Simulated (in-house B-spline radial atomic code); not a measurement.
Configurations of Re5+, with energies counted from [Xe] 4f14 5d2. All numbers are computed (Dirac-Hartree-Fock, average of configuration; Fermi nucleus of rms radius 5.3698 fm) with a radial B-spline atomic code at the basis-set limit, not measured. Energies include first-order Breit, QED and recoil terms.

Occupations are held fixed; configurations that lie above the ionisation limit could autoionise.

```csv
configuration,E - E(ref) (eV),highest orbital,its <r> (bohr)
[Xe] 4f14 5d1 8p1,48.64,8p3/2,7.14
[Xe] 4f14 5d1 9s1,52.327,9s1/2,9.174
[Xe] 4f14 5d1 9p1,53.634,9p3/2,10.1
[Xe] 4f14 5d1 8f1,55.537,8f7/2,11.01
[Xe] 4f13 5d2 6s1,57.902,6s1/2,2.262
[Kr] 4d10 4f14 5s2 5p5 5d2 6s1,59.143,6s1/2,2.282
[Kr] 4d10 4f14 5s2 5p5 5d2 5f1,82.878,5f7/2,2.769
[Kr] 4d10 4f14 5s2 5p5 5d2 8f1,104.64,8f7/2,10.96
[Kr] 4d10 4f14 5s2 5p5 5d2 7g1,104.81,7g7/2,10.44
```

Question: Order these further configurations by energy, lowest first.
A. [Xe] 4f14 5d1 8s1
B. [Xe] 4f14 5d1 7f1
C. [Kr] 4d10 4f14 5s2 5p5 5d2 9f1
D. [Kr] 4d10 4f14 5s2 5p5 5d2 6f1
E. [Kr] 4d10 4f14 5s2 5p5 5d2 6g1

Answer: A (46.424 eV), B (51.807 eV), D (94.581 eV), E (101.18 eV), C (107.07 eV).

Question: How far above the reference does [Xe] 4f14 5d1 6p1 lie?

Answer: 20.527 eV; its least bound orbital is 6p3/2 with <r> = 2.709 bohr.

Question: How far above the reference does [Xe] 4f13 5d2 8s1 lie?

Answer: 94.684 eV; its least bound orbital is 8s1/2 with <r> = 6.342 bohr.

Question: How far above the reference does [Xe] 4f14 5d1 7s1 lie?

Answer: 35.435 eV; its least bound orbital is 7s1/2 with <r> = 4.109 bohr.
